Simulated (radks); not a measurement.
Values are calculated unless marked as measured or tabulated.
Spherical quantum dot in the effective-mass picture: electrons in a well V = -V0 / (1 + exp((r - R)/a)) with V0 = 12.7, R = 4.88, a = 0.19, all in effective atomic units (hartree* = m*/eps^2 hartree, bohr* = eps/m* bohr), one dielectric constant everywhere. Level of theory: non-relativistic Kohn-Sham, LDA (Slater exchange, Perdew-Wang correlation), spin-polarised, spherical densities (a radial shooting solver with Libxc functionals). Levels are named by radial order and angular momentum (1s, 1p, 1d, 2s, ...), and open shells are averaged over m. Results are scaled to m* = 0.489 and eps = 7.4, for which hartree* = 243 meV and bohr* = 0.8008 nm.

N = 19, configuration 1s2 1p6 1d10 1f(up 1, down 0). This is the lowest configuration that the search found. Occupied and some empty levels:

level,occupation,eigenvalue (meV),<r> (nm)
1s up,1,-1830.5,2.626
1s down,1,-1828.3,2.622
1p up,3,-1803.8,2.720
1p down,3,-1801.5,2.718
1d up,5,-1757.2,2.805
1d down,5,-1754.9,2.804
1f up,1,-1693.4,2.880
1f down,0,-1691.0,2.879
2s up,0,-1637.7,1.766
2s down,0,-1636.9,1.766
1g up,0,-1613.9,2.945
1g down,0,-1611.4,2.944
2p up,0,-1551.7,2.073
2p down,0,-1550.6,2.072
2d up,0,-1449.4,2.271
2d down,0,-1448.1,2.270

Energy (meV): total -44977.6, kinetic 2628.2, external -57802, Hartree 11711, exchange-correlation -1514.7.
